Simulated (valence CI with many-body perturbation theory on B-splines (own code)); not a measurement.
# Energy levels of Xe XLVIII

Calculated by configuration interaction combined with many-body perturbation theory (CI+MBPT): five valence electrons over a frozen Dirac-Fock core [He], a basis of 9 s, 9 p, 8 d, 6 f, 3 g, 1 h functions for each j, with the one-electron correlation potential Σ1 (screened to all orders), the two-electron term Σ2, the three-electron term Σ3, Breit, model QED; selected single and double excitations, second order for the rest, scaled by the run's own slope (own B-spline code, finite nucleus).

The last digits are not significant, and no measured levels were compared; by estimate large intervals hold to a few tenths of a per cent, small ones and those within an open d or f shell to about a per cent. Among the levels kept, up to 3800 cm⁻¹ of a level comes from second order outside the variational space, and about a tenth of that is noise between levels of different J, which matters for small intervals.

Levels 1 to 45 of 63, with energies above the lowest level, (2s^2 2p1/2^2 2p3/2) J=3/2. "Leading %" is the weight of the configuration and term that name the level; weights of strongly mixed levels are sums over their largest components and can fall short, so below about 35 % the name and the second component can differ from the true leading terms, or belong to a minority configuration. In the jj column 3d3/2^4 stands for four electrons in 3d with j = 3/2. Lifetimes count E1, E2, E3, M1 and M2 decay at the calculated energies, and are blank where another channel may lead or the interval is too uncertain; long ones can be off by a factor of two.

```csv
No.,Configuration,Term,J,E (eV),Leading %,Lifetime,Second component,Leading jj
1,2s²2p³,²P°,3/2,0.0,46,,28 % 2s²2p³ ⁴S°,2s^2 2p1/2^2 2p3/2 (100 %)
2,2s²2p³,⁴S°,3/2,322.3,54,2.95 ns,45 % 2s²2p³ ²D°,2s^2 2p1/2 2p3/2^2 (100 %)
3,2s²2p³,²D°,5/2,342.3,100,17.1 ns,,2s^2 2p1/2 2p3/2^2 (100 %)
4,2s²2p³,²P°,1/2,373.5,100,4.44 ns,,2s^2 2p1/2 2p3/2^2 (100 %)
5,2s2p⁴,⁴P,5/2,540.3,75,4.69 ps,25 % 2s2p⁴ ²D,2s 2p1/2^2 2p3/2^2 (99 %)
6,2s2p⁴,²S,1/2,608.9,60,1.19 ps,32 % 2s2p⁴ ⁴P,2s 2p1/2^2 2p3/2^2 (98 %)
7,2s2p⁴,²P,3/2,610.5,44,698 fs,36 % 2s2p⁴ ²D,2s 2p1/2^2 2p3/2^2 (98 %)
8,2s²2p³,²P°,3/2,696.9,53,1.23 ns,29 % 2s²2p³ ²D°,2s^2 2p3/2^3 (99 %)
9,2s2p⁴,⁴P,3/2,882.8,79,1.40 ps,15 % 2s2p⁴ ²D,2s 2p1/2 2p3/2^3 (99 %)
10,2s2p⁴,²D,5/2,915.3,75,1.40 ps,25 % 2s2p⁴ ⁴P,2s 2p1/2 2p3/2^3 (99 %)
11,2s2p⁴,²P,1/2,952.0,61,534 fs,36 % 2s2p⁴ ⁴P,2s 2p1/2 2p3/2^3 (97 %)
12,2s2p⁴,²P,3/2,963.2,50,525 fs,49 % 2s2p⁴ ²D,2s 2p1/2 2p3/2^3 (99 %)
13,2p⁵,²P°,3/2,1204.2,99,473 fs,,2p1/2^2 2p3/2^3 (99 %)
14,2s2p⁴,²S,1/2,1291.6,37,602 fs,32 % 2s2p⁴ ²P,2s 2p3/2^4 (98 %)
15,2p⁵,²P°,1/2,1547.4,100,354 fs,,2p1/2 2p3/2^4 (100 %)
16,2s²2p²3s,⁴P,1/2,4574.4,48,20.5 fs,29 % 2s²2p²3s ²S,2s^2 2p1/2^2 3s (99 %)
17,2s²2p²3p,²P°,1/2,4640.3,44,1.97 ps,40 % 2s²2p²3p ⁴D°,2s^2 2p1/2^2 3p1/2 (99 %)
18,2s²2p²3p,²P°,3/2,4748.3,31,1.93 ps,22 % 2s²2p²3p ⁴D°,2s^2 2p1/2^2 3p3/2 (99 %)
19,2s²2p²3d,²D,3/2,4812.3,40,14.6 fs,34 % 2s²2p²3d ⁴F,2s^2 2p1/2^2 3d3/2 (99 %)
20,2s²2p²3d,²D,5/2,4848.0,33,2.79 fs,20 % 2s²2p²3d ⁴D,2s^2 2p1/2^2 3d5/2 (99 %)
21,2s²2p²3s,⁴P,3/2,4902.9,88,28.9 fs,10 % 2s²2p²3s ²P,2s^2 2p1/2 2p3/2 3s (99 %)
22,2s²2p²3s,²P,1/2,4910.0,67,13.6 fs,32 % 2s²2p²3s ⁴P,2s^2 2p1/2 2p3/2 3s (99 %)
23,2s²2p²3s,²D,5/2,4919.7,62,30.7 fs,38 % 2s²2p²3s ⁴P,2s^2 2p1/2 2p3/2 3s (99 %)
24,2s²2p²3s,²D,3/2,4924.1,62,14.4 fs,36 % 2s²2p²3s ²P,2s^2 2p1/2 2p3/2 3s (99 %)
25,2s²2p²3p,⁴P°,1/2,4968.3,46,2.61 ps,29 % 2s²2p²3p ⁴D°,2s^2 2p1/2 2p3/2 3p1/2 (99 %)
26,2s²2p²3p,⁴D°,3/2,4973.8,56,2.72 ps,23 % 2s²2p²3p ²D°,2s^2 2p1/2 2p3/2 3p1/2 (99 %)
27,2s²2p²3p,²F°,5/2,4985.7,46,2.01 ps,31 % 2s²2p²3p ²D°,2s^2 2p1/2 2p3/2 3p1/2 (99 %)
28,2s²2p²3p,²P°,3/2,5010.2,41,658 fs,26 % 2s²2p²3p ²D°,2s^2 2p1/2 2p3/2 3p1/2 (98 %)
29,2s²2p²3p,⁴D°,5/2,5064.2,42,238 fs,30 % 2s²2p²3p ⁴P°,2s^2 2p1/2 2p3/2 3p3/2 (82 %)
30,2s²2p²3p,²P°,1/2,5072.5,34,1.20 ps,34 % 2s²2p²3p ⁴P°,2s^2 2p1/2 2p3/2 3p3/2 (98 %)
31,2s²2p²3p,²D°,3/2,5078.5,52,1.68 ps,25 % 2s²2p²3p ⁴P°,2s^2 2p1/2 2p3/2 3p3/2 (99 %)
32,2s²2p²3p,²F°,7/2,5085.4,62,2.08 ps,38 % 2s²2p²3p ⁴D°,2s^2 2p1/2 2p3/2 3p3/2 (99 %)
33,2s²2p²3p,²P°,3/2,5088.4,29,65.7 fs,21 % 2s²2p²3p ⁴S°,2s^2 2p1/2 2p3/2 3p3/2 (78 %)
34,2s2p³3s,⁴P°,5/2,5093.6,27,63.3 fs,22 % 2s2p³3s ⁶S°,2s 2p1/2^2 2p3/2 3s (59 %)
35,2s²2p²3p,²D°,5/2,5107.1,46,238 fs,16 % 2s²2p²3p ⁴P°,2s^2 2p1/2 2p3/2 3p3/2 (78 %)
36,2s²2p²3p,²P°,1/2,5115.2,82,173 fs,8 % 2s²2p²3p ⁴D°,2s^2 2p1/2 2p3/2 3p3/2 (94 %)
37,2s2p³3s,²P°,3/2,5117.1,28,21.5 fs,25 % 2s2p³3s ⁴S°,2s 2p1/2^2 2p3/2 3s (78 %)
38,2s²2p²3d,⁴F,3/2,5141.8,42,7.07 fs,29 % 2s²2p²3d ²P,2s^2 2p1/2 2p3/2 3d3/2 (97 %)
39,2s²2p²3d,⁴F,5/2,5143.7,55,13.8 fs,35 % 2s²2p²3d ²F,2s^2 2p1/2 2p3/2 3d3/2 (96 %)
40,2s²2p²3d,⁴D,1/2,5145.6,80,15.5 fs,14 % 2s²2p²3d ²P,2s^2 2p1/2 2p3/2 3d3/2 (100 %)
41,2s²2p²3d,²G,7/2,5157.1,46,13.7 ps,30 % 2s²2p²3d ⁴F,2s^2 2p1/2 2p3/2 3d3/2 (93 %)
42,2s²2p²3d,²F,5/2,5158.4,18,2.51 fs,10 % 2s2p³3p ⁴D,2s 2p1/2^2 2p3/2 3p1/2 (54 %)
43,2s2p³3p,⁶P,3/2,5160.9,23,6.03 fs,16 % 2s2p³3p ⁴P,2s 2p1/2^2 2p3/2 3p1/2 (81 %)
44,2s2p³3s,²P°,1/2,5161.5,38,17.8 fs,35 % 2s2p³3s ⁴D°,2s 2p1/2^2 2p3/2 3s (92 %)
45,2s2p³3s,²P°,3/2,5164.1,32,35.1 fs,19 % 2s2p³3s ²D°,2s 2p1/2^2 2p3/2 3s (96 %)
```

The ionisation energy to 2s²2p² ³P0 of the next ion comes out as 8381.8 eV (NIST: 8382 ± 4 eV (theoretical)). All 63 levels together are meant to be complete up to 5281.7 eV.
